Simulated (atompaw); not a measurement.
An all-electron radial function and its pseudo partner (Re)

Columns: radius, all-electron u(r) and pseudo u(r) of the 5s shell (level -85.25 eV) of rhenium in the configuration [Kr] 4d10 4f14 5s2 5p6 5d5 6s2 6p0; PBE, scalar-relativistic, PAW (atompaw) scheme, atompaw 4.2.0.5.

| r (bohr) | all-electron | pseudo |
| --- | --- | --- |
| 0.098 | 0.1488 | 0.2602 |
| 0.196 | 0.2149 | 0.5091 |
| 0.294 | -0.5077 | 0.7358 |
| 0.392 | -0.5863 | 0.9311 |
| 0.490 | -0.1637 | 1.0875 |
| 0.588 | 0.3631 | 1.1997 |
| 0.687 | 0.7875 | 1.2661 |
| 0.785 | 1.0456 | 1.2855 |
| 0.883 | 1.1587 | 1.2620 |
| 0.981 | 1.1650 | 1.2015 |
| 1.079 | 1.1020 | 1.1117 |
| 1.177 | 1.0003 | 1.0019 |
| 1.275 | 0.8815 | 0.8816 |
| 1.373 | 0.7601 | 0.7601 |
| 1.471 | 0.6447 | 0.6447 |
| 1.569 | 0.5398 | 0.5398 |
| 1.667 | 0.4474 | 0.4474 |
| 1.765 | 0.3679 | 0.3679 |
| 1.863 | 0.3006 | 0.3006 |
| 1.962 | 0.2437 | 0.2437 |
| 2.060 | 0.1971 | 0.1971 |
| 2.158 | 0.1589 | 0.1589 |
| 2.256 | 0.1277 | 0.1277 |
| 2.354 | 0.1024 | 0.1024 |
| 2.452 | 0.0819 | 0.0819 |
| 2.550 | 0.0654 | 0.0654 |

Question: How many radial nodes do the two functions have?

Answer: The all-electron 5s function has n − l − 1 = 4 (the table is too coarse to show those close to the nucleus); the pseudo-wave has 0, since the states of the same l below it are removed with the core.

Question: At about which radius was the pseudo-wave matched?

Answer: 1.40 bohr. The columns agree to 0.0005 from 1.27 bohr on; several derivatives are matched, so the curves merge somewhat inside the radius.

Question: Is the pseudo-wave norm-conserving?

Answer: No, it belongs to a PAW set: the norm inside the radius is not constrained, and the difference is carried by the augmentation charge.
